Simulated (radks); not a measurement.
Q: All-electron atom: the silver anion Ag- in [Kr] 4d10 5s2. All-electron calculation, scalar-relativistic Kohn-Sham, PBE, spin-polarised, spherical densities, finite nucleus; Fermi nuclear charge, rms radius 4.5454 fm; hard spherical wall at 3 bohr. Program: a radial shooting solver on a logarithmic mesh with Libxc functionals. Some entries of the table are withheld. Estimate them.

orbital,occ.,eigenvalue (hartree),r(max) (bohr)
1s,2,-929.7180,0.02016
2s,2,-135.9514,0.1140
2p,6,-121.8323,(1)
3s,2,-24.04839,0.3327
3p,6,(2),0.3259
3d,10,-12.09484,0.2740
4s,2,-2.49789,0.8255
4p,6,-1.17725,0.8825
4d,10,0.67772,1.058
5s,2,1.13554,1.958
5p,0,1.61316,(3)
4f,0,(4),1.897
6s,0,(5),2.455

A: 
(1) 2p r(max) (bohr): 0.09114
(2) 3p eigenvalue (hartree): -19.41081
(3) 5p r(max) (bohr): 2.058
(4) 4f eigenvalue (hartree): 2.23631
(5) 6s eigenvalue (hartree): 4.28552
